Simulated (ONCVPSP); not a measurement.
Cutoff test, F (Z = 9), ONCV

```
Element                 : F (Z = 9)
Generator               : ONCVPSP 4.0.1
Type                    : optimised norm-conserving Vanderbilt (ONCV)
Functional              : PBE
Relativity              : scalar-relativistic
Frozen core             : [He]
Valence charge          : 7
Reference configuration : 2s2 2p5
Partial waves           : 2s: rc 0.75 bohr, ncon 3, nbas 7, qcut 10 1/bohr, 2 projectors, debl 0.4 Ha; 2p: rc 1.65 bohr, ncon 4, nbas 9, qcut 8.3 1/bohr, 1 projector; d scattering state at 0.18 Ha: rc 1.30 bohr, ncon 3, nbas 6, qcut 6.3 1/bohr, 2 projectors, debl 3.8 Ha
Local potential         : polynomial inside 0.50 bohr (lpopt 2, dvloc0 2 Ha)
Core correction         : Teter function, fcfact 2.5, rcfact 1.75
```

In the s channel the program set the typed energies aside and used -1.099, 0.250 Ha.

Problem. For each optimised wave give the share of its norm inside rc, the residual kinetic energy above qcut (Ha) and the cutoffs (Ha) for errors of 10, 1, 0.1 and 0.01 mHa per electron.

Solution.

| wave | norm inside rc | residual KE | 10 mHa | 1 mHa | 0.1 mHa | 0.01 mHa |
| --- | --- | --- | --- | --- | --- | --- |
| 2s | 0.325 | 5.4e-04 | 32.9 | 46.3 | 190.3 | 341.7 |
| s projector 2 | 0.035 | 7.8e-05 | 16.9 | 35.8 | 48.8 | 155.8 |
| 2p | 0.835 | 3.3e-06 | 20.5 | 25.5 | 29.3 | 32.8 |
| d projector 1 | 0.001 | 8.5e-07 | 0.4 | 1.1 | 5.2 | 12.2 |
| d projector 2 | 0.132 | 4.2e-03 | 16.7 | 24.3 | 51.1 | 91.2 |

The occupied waves need 46 Ha and 190 Ha for 1 and 0.1 mHa. Rows with under 1 % of the norm inside rc give no meaningful cutoff. Its largest configuration-test error is +1758 meV.
